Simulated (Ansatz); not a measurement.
CS (SMILES [C]=S): geometry of the low-spin state from B3LYP-D3(BJ)/def2-TZVP.
(charge 0, multiplicity 1):
| atom | x (Å) | y (Å) | z (Å) |
|---|---|---|---|
| C | 0.0000 | 0.0000 | -1.1142 |
| S | 0.0000 | 0.0000 | 0.4178 |
The high-spin state stands at its own minimum; R- takes a restricted low-spin state.

The values were computed with Ansatz (Gaussian orbitals). Values without a source in brackets are computed.

The gap E(multiplicity 1) − E(multiplicity 3) (kcal/mol) and the share of exact exchange:

```json
[
 {"functional": "R-PBE/def2-TZVPP", "exact exchange (%)": "0", "value": "-74.46"},
 {"functional": "R-PBE0/def2-TZVPP", "exact exchange (%)": "25", "value": "-72.58"},
 {"functional": "R-B3LYP/def2-TZVPP", "exact exchange (%)": "20", "value": "-76.02"},
 {"functional": "R-BHLYP/def2-TZVPP", "exact exchange (%)": "50", "value": "-73.87"},
 {"functional": "R-r2SCAN/def2-TZVPP", "exact exchange (%)": "0", "value": "-69.84"}
]
```

Problem. Take the value as linear in the share of exact exchange along PBE and PBE0. Give the slope, say whether the sign turns, and set the other functionals against that line.

Solution. 
Slope: (-72.58 − (-74.46))/2.5 = 0.75 kcal/mol for each 10 %. The line keeps its sign from 0 to 100 %. At 50 % it gives -70.7 kcal/mol. From B3LYP to BHLYP the slope is (-73.87 − (-76.02))/3 = 0.72 for each 10 %. BHLYP, at 50 %, lies -3.2 from the PBE line. B3LYP, at 20 %, lies -3.1 from the PBE line. r2SCAN, with none, stands 4.6 from PBE.

Ansatz is a first-principles code.
